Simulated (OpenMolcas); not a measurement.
V3+ with 6 ligands (fluoride) in octahedral coordination (Oh) at 1.95 Å. A charge of +0.5 e stands 2.4 Å behind each ligand. Ligand basis ANO-RCC-VDZP.

- Program: OpenMolcas
- Method: CASSCF
- Basis: ANO-RCC-VTZP [6s5p3d2f1g]
- Scalar Hamiltonian: DKH2, point nucleus
- Active space: 2 electrons in 5 orbitals (3d)
- State averaging: 2S+1 = 3 even, 10 roots; 2S+1 = 1 even, 15 roots
- Spin-orbit coupling: RASSI with atomic mean-field integrals over the reference wave functions

(1) What is the spin-free ground state (labels of O, the rotations of Oh)?

(2) Where is the first state of the same spin?

(3) What are the lowest two levels with spin-orbit coupling?

(4) What is χT at 300 K, and how does it compare with the textbook value?

(5) Which ligand-field parameters describe the states?

Answers

(1) 3T1, 3-fold in its orbital part; it has the highest spin that d2 allows.

(2) 3T2 at 12700 cm-1 above the ground state.

(3) A 2-fold level E, then a 3-fold level T2 5.7 cm-1 above it. Their leading multiplicities are 3 (100 %) and 3 (100 %).

(4) The lowest level has 2S+1 = 3, for which the spin-only value is χT = S(S+1) / 2 = 1.000 cm3 K/mol (g = 2). The computed 0.890 at 300 K differs by -0.110, through orbital momentum, spin-orbit coupling and any other state in reach. With a threefold ground state the orbital momentum is unquenched, so the spin-only value is not expected to hold.

(5) A least-squares ligand-field fit to the states below 45000 cm-1, each weighted by its degeneracy and with a free common offset, gives 10Dq = 14327 cm-1, B = 1007 cm-1 and C = 3740 cm-1 (C/B = 3.71), with an rms deviation of 74 cm-1. The same method and metal basis give the free ion B = 1080 cm-1 (fit to its terms below 60000 cm-1, rms deviation 55 cm-1), so the nephelauxetic ratio is β = 1007 / 1080 = 0.93; it hangs on how both fits weigh the states, and computed free-ion B values tend to be too large, so β mixes covalency with correlation.

An orbital triplet at a regular site is open to Jahn-Teller coupling, which can distort the site and quench the lowest spin-orbit gaps and is left out. Without dynamic correlation the repulsion within the d shell is too large (B by tens of per cent), so at a given field states of lower spin stand too high. Ligand-to-metal charge-transfer states are missing. With no ligand orbital active B as a rule stays too high, so bands that hang on it stand too high and its fall with covalency is understated. With metal d orbitals alone and no dynamic correlation the field as a rule comes out too small, by tens of per cent, by up to half for chloride and softer ligands. No measured value stands beside these numbers; the geometry was imposed, not optimised, and the real ion may take another.
